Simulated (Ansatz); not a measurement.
The same path of a periodic cell of 13 atoms, Zn$_{12}$P (surface Zn(0001), adsorbate P) was run twice with different band settings. Lost on the way: Zn12–P13. Made: Zn10–P13.

These are results of Ansatz, DFT PBE, scalar-relativistic, plane waves, PAW, not measurements. Settings: cutoff 420 eV, k mesh 5x5x1, fermi-dirac smearing 0.05 eV, no spin polarisation.

Relaxed end points:

```xyz
13
Lattice="5.3200 0.0000 0.0000 2.6600 4.6073 0.0000 0.0000 0.0000 15.9370" Properties=species:S:1:pos:R:3
Zn 0.000 0.000 1.000
Zn 2.660 0.000 1.000
Zn 1.330 2.304 1.000
Zn 3.990 2.304 1.000
Zn 0.000 1.536 3.442
Zn 2.660 1.536 3.408
Zn 1.329 3.840 3.407
Zn 3.990 3.839 3.408
Zn -0.001 -0.088 5.843
Zn 2.659 0.001 5.693
Zn 1.406 2.349 5.847
Zn 3.913 2.349 5.856
P 5.324 1.531 7.490
```

```xyz
13
Lattice="5.3200 0.0000 0.0000 2.6600 4.6073 0.0000 0.0000 0.0000 15.9370" Properties=species:S:1:pos:R:3
Zn 0.000 0.000 1.000
Zn 2.660 0.000 1.000
Zn 1.330 2.304 1.000
Zn 3.990 2.304 1.000
Zn -0.001 1.536 3.407
Zn 2.660 1.535 3.408
Zn 1.330 3.840 3.442
Zn 3.990 3.840 3.408
Zn 0.076 0.046 5.847
Zn 2.583 0.045 5.856
Zn 1.329 2.216 5.843
Zn 3.989 2.305 5.693
P 6.654 3.835 7.490
```

Common settings: spring 5.0 eV/Å²; end points relaxed; atoms held 1 to 4.

| run | movable images | climbing image | optimiser | start path | force threshold | iteration limit |
| --- | --- | --- | --- | --- | --- | --- |
| 1 | 5 | yes | fire | IDPP | 0.03 eV/Å | 57 |
| 2 | 6 | from the first iteration | quadratic models (default) | default | 0.05 eV/Å | 17 |

(1) What does each run give, and how far can it be trusted?

Results:

(1) Run 1: converged after 50 iterations, highest image 0.179 eV above the first end. By the program's own check the climbing image is of a kind that is not told: the force calls were inconclusive, a negative curvature could not be distinguished from the path's own, the only one lies far off the path, or fixed occupations may fill a level only in part (lowest curvatures found: -0.17 and -0.01 eV/Å²).
Run 2: converged after 14 iterations, highest image 0.171 eV above the first end. The order of the stationary point at the top wasn't checked.
Limits of this set-up: coarse k mesh, thin slab, slab without dipole correction, odd electron count without spin.
